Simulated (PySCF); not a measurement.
C3H7BFN, SMILES C1CB(NC1)F. The structure is a stationary point at PBE-D3(BJ)/def2-SVP. This is a generated structure with no PubChem entry under its InChIKey; it may be hypothetical. Other conformers were not sampled.

Task: Give the equilibrium geometry at PBE-D3(BJ)/def2-SVP (PySCF confirms it by a frequency run) as Cartesian coordinates in Å. (The exact figures need the calculation; the answer reports its results.)

Result: This is not unique; one that fits is 
```xyz
13

F      1.6688     1.0733     0.9693
B      0.6461     0.4412     0.3584
C     -0.6114     1.0871    -0.3642
C     -1.5276    -0.1494    -0.5235
C     -0.5894    -1.3793    -0.5572
N      0.5680    -0.9606     0.2316
H     -1.0937     1.9271     0.1737
H     -0.2902     1.4901    -1.3522
H     -2.1907    -0.1164    -1.4117
H     -2.1846    -0.2298     0.3681
H     -0.2947    -1.6287    -1.6051
H     -1.0759    -2.2866    -0.1376
H      1.2743    -1.6471     0.4969
```
